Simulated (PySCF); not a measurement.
sulfur hexafluoride (F6S), SMILES FS(F)(F)(F)(F)F. Geometry: TPSSh-D3(BJ)/def2-SVP.

All values below come from TPSSh-D3(BJ)/def2-SVP (PySCF).

Harmonic wavenumbers (cm⁻¹): 332, 332, 332, 486, 486, 486, 582, 582, 582, 663, 663, 753, 1006, 1006, 1006. Rotational constants (GHz): 2.618, 2.618, 2.618; symmetry number 24.

Problem. Work out the zero-point energy and the ideal-gas rigid-rotor harmonic-oscillator thermochemistry at 298.15 K and 1 atm.

Solution. ZPE = ½ Σ hcν = ½ × 9297 cm⁻¹ = 55.61 kJ/mol. H − E(el) = 72.92 kJ/mol. Entropy in J/(mol K): translation 170.90, rotation 87.73, vibration 35.62, total 294.26. G − E(el) = -14.81 kJ/mol. Cp = 98.26 J/(mol K).
